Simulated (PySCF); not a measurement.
Computed IR spectrum (relative IR intensity) of a molecule C5H5F. Coordinates come from a PBE-D3(BJ)/def2-SVP optimisation. The values are those of a single conformer. Level of theory: PBE-D3(BJ)/def2-SVP in PySCF 2.14.0. Frequencies are harmonic and unscaled.

Lines under 2 % of the strongest are left out, and lines within 2 cm⁻¹ are merged.

```tsv
ν (cm⁻¹)	relative intensity
326	6.0
458	6.7
625	9.6
643	37
661	34
823	53
846	11
894	3.0
925	28
1155	9.4
1244	22
1297	74
1364	9.1
1705	100
2174	2.5
2952	5.9
3026	2.6
3409	70
```

Task: Pick the molecule that these values belong to.
A. C#C/C(C)=C/F
B. C=C=CC(=C)F
C. FC1=CCC=C1
D. C#CCC(=C)F

Result: D, C#CCC(=C)F
